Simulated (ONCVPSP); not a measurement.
# Ce (Z = 58): excitation energies, all-electron against ONCV

- Element: Ce (Z = 58)
- Generator: ONCVPSP 4.0.1
- Type: optimised norm-conserving Vanderbilt (ONCV)
- Functional: PBE
- Relativity: scalar-relativistic
- Frozen core: [Kr] 4d10 4f1
- Valence charge: 11
- Reference configuration: 5s2 5p6 5d1 6s2
- Partial waves: 5s+6s: rc 2.15 bohr, ncon 4, nbas 8, qcut 5.3 1/bohr, 2 projectors; 5p: rc 2.20 bohr, ncon 4, nbas 7, qcut 6.7 1/bohr, 2 projectors, debl 0.4 Ha; 5d: rc 3.20 bohr, ncon 5, nbas 10, qcut 4 1/bohr, 3 projectors, debl 3.4 Ha
- Local potential: polynomial inside 1.60 bohr (lpopt 5, dvloc0 0 Ha)
- Core correction: Teter function, fcfact 1.75, rcfact 1.1

In the p channel the program set the typed energies aside and used -0.854, 0.250 Ha.

Energies are relative to the spin-unpolarised reference configuration 5s2 5p6 5d1 6s2; without spin polarisation the order of configurations can differ from experiment.

```json
{"valence configuration": "5s2 5p6 5d0 6s0", "charge": "+3", "ΔE all-electron (eV)": "36.330", "error AE − PS (meV)": "-23"}
{"valence configuration": "5s1 5p6 5d1 6s2", "charge": "+1", "ΔE all-electron (eV)": "45.736", "error AE − PS (meV)": "-140"}
```

Q: What are ΔE and the potential's error for 5s2 5p6 5d1 6s0?

A: ΔE = 17.151 eV all-electron; the error (AE − PS) is -2.9 meV.

Q: What are ΔE and the potential's error for 5s2 5p6 5d1 6s1?

A: ΔE = 6.070 eV all-electron; the error (AE − PS) is -1.2 meV.

Levels in the configuration 5s1 5p6 5d1 6s2:

| level | all-electron (eV) | pseudo (eV) |
| --- | --- | --- |
| 5s | -51.203 | -51.449 |
| 5p | -33.272 | -33.418 |
| 5d | -11.232 | -11.254 |
| 6s | -9.851 | -9.876 |

Note: no bound ghost flagged; GHOST(+) flagged for s at 62.3 eV, d at 250.8 eV.
